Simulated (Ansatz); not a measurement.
`[SiH3][O][SnH2][Cl]`, relaxed with RKS PBE0-D4/def2-TZVP in Ansatz 0.2.0 from a PBE-D4/def2-SVP geometry. The force threshold is 0.005 eV/Å; the program also tests the step.

Charge 0, multiplicity 1. Sn takes the def2 core potential.

Start:

```xyz
9

Si   -0.120    0.054    1.633
O     0.067    0.888    0.185
Sn    0.121    0.240   -1.703
Cl    0.308   -2.120   -1.557
H     1.063   -0.833    1.928
H    -0.237    1.090    2.716
H    -1.364   -0.801    1.634
H     1.559    0.874   -2.405
H    -1.397    0.609   -2.431
```

```
step  energy (eV)  largest force (eV/Å)  largest move (Å)
   1  -28354.6383                 0.866             0.000
   2  -28354.7122                 0.509             0.071
   3  -28354.7281                 0.209             0.021
   4  -28354.7317                 0.047             0.046
   5  -28354.7326                 0.027             0.052
   6  -28354.7328                 0.004             0.010
   7  -28354.7328                 0.004             0.009
```

End:

```xyz
9

Si   -0.119    0.058    1.630
O     0.073    0.781    0.175
Sn    0.119    0.224   -1.687
Cl    0.316   -2.090   -1.645
H     1.045   -0.808    1.960
H    -0.238    1.127    2.654
H    -1.350   -0.780    1.656
H     1.532    0.873   -2.361
H    -1.378    0.614   -2.383
```

Run time 15 s (4 threads of an INTEL XEON PLATINUM 8581C on a shared host); peak host memory 0.54 GiB.
